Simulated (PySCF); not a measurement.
Isomers of C6H8SSi, one GFN2-xTB conformer each. Single-point energies are computed at PBE0/pcSseg-1 (PySCF, gas phase, no added dispersion term), electronic only.

```
                 SMILES  GFN2-xTB relative energy (kJ/mol)
   CC(=S)C1=CC=C[SiH2]1                              218.0
        S[SiH2]c1ccccc1                               17.7
        [SiH3]Sc1ccccc1                                0.0
c1csc([C@H]2C[SiH2]2)c1                              210.2
```

Conformers: `[CH3:1][C:2](=[S:3])[C:4]1=[CH:5][CH:6]=[CH:7][SiH2:8]1` with C1–C2–C4–C5 0°; `[SH:1][SiH2:2][c:3]1[cH:4][cH:5][cH:6][cH:7][cH:8]1` with H–S1–Si2–C3 55°, S1–Si2–C3–C4 -164°; `[SiH3:1][S:2][c:3]1[cH:4][cH:5][cH:6][cH:7][cH:8]1` with Si1–S2–C3–C4 -105°; `[cH:1]1[cH:2][s:3][c:4]([C@H:5]2[CH2:6][SiH2:7]2)[cH:8]1` with S3–C4–C5–C6 -26°.

Task: What does PBE0/pcSseg-1 give for the same structures?

Result: 
```csv
SMILES,PBE0/pcSseg-1 E (Eh),PBE0/pcSseg-1 (kJ/mol),GFN2-xTB (kJ/mol),point group
S[SiH2]c1ccccc1,-920.56454,0.0,17.7,C1
[SiH3]Sc1ccccc1,-920.54866,41.7,0.0,C1
CC(=S)C1=CC=C[SiH2]1,-920.48750,202.3,218.0,Cs
c1csc([C@H]2C[SiH2]2)c1,-920.48138,218.3,210.2,C1
```

GFN2-xTB puts [SiH3]Sc1ccccc1 lowest instead; measured from each level's own lowest isomer, the values differ by up to 41.7 kJ/mol ([SiH3]Sc1ccccc1: 0.0 against 41.7). As drawn, the lowest has an S–H bond, which the highest lacks; the highest has a three-membered ring, which the lowest lacks.

Task: Which frontier levels, dipoles and rotational constants go with these structures?

Result: 
| SMILES | HOMO (eV, PBE0/pcSseg-1) | LUMO (eV) | dipole (D) | A, B, C (MHz) |
| --- | --- | --- | --- | --- |
| S[SiH2]c1ccccc1 | -7.34 | -0.82 | 2.28 | 3587, 794.2, 662.9 |
| [SiH3]Sc1ccccc1 | -6.94 | -0.64 | 1.83 | 3191, 869.9, 812.2 |
| CC(=S)C1=CC=C[SiH2]1 | -6.33 | -2.93 | 3.40 | 2656, 1094, 786.0 |
| c1csc([C@H]2C[SiH2]2)c1 | -5.89 | -0.52 | 1.01 | 3498, 959.1, 860.5 |

Task: As an exercise, what shares would exp(−E/RT) give at 2000 K from these electronic energies alone (no entropy, no degeneracies)?

Result: RT = 16.629 kJ/mol: S[SiH2]c1ccccc1 92.5 %, [SiH3]Sc1ccccc1 7.5 %, CC(=S)C1=CC=C[SiH2]1 under 0.1 %, c1csc([C@H]2C[SiH2]2)c1 under 0.1 %.
